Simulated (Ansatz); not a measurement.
Reaction (isomerisation): `O[Si@H](Cl)[Si@@H](O)F` → `O[Si](F)(Cl)O[SiH3]`

Computed with Ansatz on PBE0-D4/def2-TZVP structures; ΔE is electronic, products minus reactants. CBS: MP2 limit from def2 TZ/QZ plus the TZ coupled-cluster correction, frozen cores. DFT in def2-TZVPP. B3LYP here is the variant with VWN-RPA as its local correlation; programs differ in this. One conformer a species, not always the lowest.

Problem. Is it downhill or uphill in electronic energy at CCSD(T)/CBS, and by how much? (Estimate.)

Solution. Ansatz gave: Downhill: ΔE = -147.7 kJ/mol.

Problem. What do these levels give: ωB97X-V, ωB97M-V, B3LYP, SCS-MP2/def2-TZVPP, HF/def2-QZVPP, SCS-MP2/def2-QZVPP? (Estimate.)

Solution. Ansatz gave: ωB97X-V -142.8, ωB97M-V -148.6, B3LYP -141.6, SCS-MP2/def2-TZVPP -158.1, HF/def2-QZVPP -182.1, SCS-MP2/def2-QZVPP -156.9 kJ/mol.

Largest T1 diagnostic among the species: 0.012.

In def2-TZVPP, CCSD(T) changes the Hartree–Fock value by +28.0 kJ/mol (the triples alone add +4.8 kJ/mol) and MP2 by +24.2 kJ/mol. From PBE to PBE0 (25 % exact exchange), in def2-TZVPP and without D4, ΔE moves by −15.9 kJ/mol.
